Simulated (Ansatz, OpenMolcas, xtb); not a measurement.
## How methods differ on BNH3ClO (SMILES NB(O)Cl)

BNH3ClO has 7 atoms, charge 0, and is taken as a singlet. As SMILES, `NB(O)Cl`. The shape is that of a PBE0-D4/def2-TZVP optimisation. This is one conformer, not always the lowest.

Each level gives the HOMO–LUMO gap (eV). The values are calculated.

```csv
level,kind,program,value (eV),CPU time
GFN1-xTB,semi-empirical,xtb,6.93,under 2 s
HF/def2-SVPD,Hartree–Fock,Ansatz,13.33,3 s
SVWN5/def2-SVPD,LDA,OpenMolcas,6.28,49 s
revPBE/def2-SVPD,GGA,OpenMolcas,6.06,64 s
M06-L/def2-SVPD,meta-GGA,OpenMolcas,6.96,82 s
BHLYP/def2-SVPD,global hybrid,OpenMolcas,9.97,61 s
B2PLYP/def2-SVPD,double hybrid,OpenMolcas,10.09,51 s
```

The values span 6.06 to 13.33 eV. Orbital gaps aren't excitation energies, and those of double hybrids come from the SCF part alone; they tend to grow with the share of exact exchange. CPU times are rough (shared hosts, several kinds of processor and program).
